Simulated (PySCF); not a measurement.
CH₄CdS, SMILES C[S][CdH]. The structure is a stationary point at B3LYP-D3(BJ)/def2-TZVP. The def2 effective core potentials stand for the cores of Cd; spin–orbit coupling is left out.

**Question.** Give the equilibrium geometry at B3LYP-D3(BJ)/def2-TZVP (PySCF confirms it by a frequency run) as Cartesian coordinates in Å, and its point group. (The exact figures need the calculation; the answer reports its results.)

**Answer.** point group Cs.
```xyz
7

Cd    -0.0563    -0.8609     0.0000
H     -0.5718    -2.4496     0.0000
S      0.7274     1.3715     0.0000
C     -0.8301     2.3515     0.0000
H     -1.4256     2.1610     0.8903
H     -0.5333     3.3991     0.0000
H     -1.4256     2.1610    -0.8903
```
Charge 0, spin multiplicity 1.
